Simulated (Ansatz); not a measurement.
## Cost against result

Saddle point of BH3ClO2F, closed shell (BH₂ClO₂ ([OH][B]([OH])[Cl]) + HF → BH₂O₂F ([OH][B]([OH])[F]) + HCl; bonds formed: B1–F6, Cl2–H5; bonds broken: B1–Cl2, H5–F6), PBE0-D4/def2-TZVP structure:

B1  (-0.332, 0.040, -0.226)
Cl2  (1.573, -0.988, -0.085)
O3  (-0.338, 0.936, -1.229)
O4  (-1.364, -0.799, -0.027)
H5  (1.068, 0.071, 1.013)
F6  (0.191, 0.704, 1.179)
H7  (0.456, 1.464, -1.314)
H8  (-1.253, -1.427, 0.688)
(Å)

Barriers are electronic and count from the start structure reached by relaxing down the imaginary mode.

Ansatz 0.2.0; basis: as named in each row; cores frozen in the correlated methods. B3LYP uses VWN-RPA correlation. Extrapolation: Hartree–Fock as exp(−7.88 √X), correlation as X^−2.97.

Times are rough, for one single point on 4 threads of a shared host (Arm Neoverse V2).

The estimate by CCSD(T) at an estimated basis limit (MP2 extrapolated from triple and quadruple zeta, plus CCSD(T) − MP2 in triple zeta) is 107.2 kJ/mol.

```
      method       basis  time (s)  barrier (kJ/mol)  method less estimate
          HF      STO-3G   under 1              41.4                 -65.7
      PBE-D4      STO-3G   under 1            -111.6                -218.8
       SPW92    def2-SVP   under 1              10.8                 -96.3
    B3LYP-D4       6-31G   under 1              59.0                 -48.1
      PBE-D4    def2-SVP   under 1              47.3                 -59.9
     PBE0-D4    def2-SVP   under 1              67.1                 -40.1
       SPW92  def2-TZVPP   under 1              45.7                 -61.5
      PBE-D4  def2-TZVPP         1              79.7                 -27.4
     BLYP-D4  def2-TZVPP         1              91.4                 -15.8
    B3LYP-D4  def2-TZVPP         1              99.1                  -8.0
    BHLYP-D4  def2-TZVPP         1             111.6                   4.5
     PBE0-D4  def2-TZVPP         2              91.8                 -15.4
CAM-B3LYP-D4  def2-TZVPP         2              96.4                 -10.7
     CCSD(T)    def2-SVP         2             102.2                  -5.0
   r2SCAN-D4  def2-TZVPP         2              80.7                 -26.5
  r2SCAN0-D4  def2-TZVPP         3              90.5                 -16.7
     wB97M-V    def2-SVP         3              64.2                 -43.0
      B2PLYP  def2-TZVPP         3             102.8                  -4.4
  RPA on PBE  def2-TZVPP         3             103.1                  -4.0
    PBE-QIDH  def2-TZVPP         3              99.7                  -7.5
     wB97X-V  def2-TZVPP         4              97.2                  -9.9
      B97M-V  def2-TZVPP         4              98.7                  -8.4
     wB97M-V  def2-TZVPP         5              92.4                 -14.7
         MP2  def2-QZVPP        10             103.6                  -3.5
     CCSD(T)  def2-TZVPP        67             105.2                  -2.0
```

All methods are single points on the PBE0-D4 structures; a negative value means that the method puts the saddle structure below the start.

The T1 diagnostic stays at or below 0.012.

Labels in which every atom is bracketed show which atoms are joined, not bond orders.
